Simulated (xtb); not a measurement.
C4H11O3Si (SMILES [CH2][Si](OC)(OC)OC), doublet, at a GFN2-xTB geometry.

The xtb input:
```
$ xtb mol.xyz --gfn 1 --uhf 1 --etemp 1000 --json

# file mol.xyz
19

C      1.03045024     1.68579976     0.87027302
Si     0.18294435     0.27554884     0.00825667
O      1.13218947    -0.72525837    -0.85910410
C      2.21673348    -1.44717844    -0.35832603
O     -0.81967614     0.68746114    -1.20340225
C     -1.89125988     1.57688966    -1.10690799
O     -0.54199962    -0.45621218     1.28470314
C     -1.31594304    -1.62601236     1.26471867
H      1.16693950     1.73078585     1.93480539
H      1.44071395     2.51274235     0.31945746
H      3.08568779    -0.79512441    -0.23724464
H      2.45597185    -2.23385302    -1.07516706
H      1.98670461    -1.89643351     0.61093454
H     -2.50423218     1.37022289    -0.22612304
H     -2.49935362     1.46725632    -2.00566521
H     -1.53006294     2.60617048    -1.03974900
H     -0.76523937    -2.45516053     0.81417387
H     -2.23641581    -1.47462281     0.69551334
H     -1.56592907    -1.87458397     2.29735052
```

Q: What partial charges in atom order does xtb 6.7.1 with GFN1-xTB give?

A: C1 -0.10, Si2 0.57, O3 -0.40, C4 0.18, O5 -0.40, C6 0.18, O7 -0.43, C8 0.18, H9 0.04, H10 0.03, H11 0.02, H12 0.02, H13 0.02, H14 0.02, H15 0.02, H16 0.01, H17 0.02, H18 0.02, H19 0.01

Q: What is the computed total energy (a free energy at this electronic temperature) (GFN1-xTB)?

A: -30.4421 Eh

Q: What dipole moment does GFN1-xTB give?

A: 1.53 D
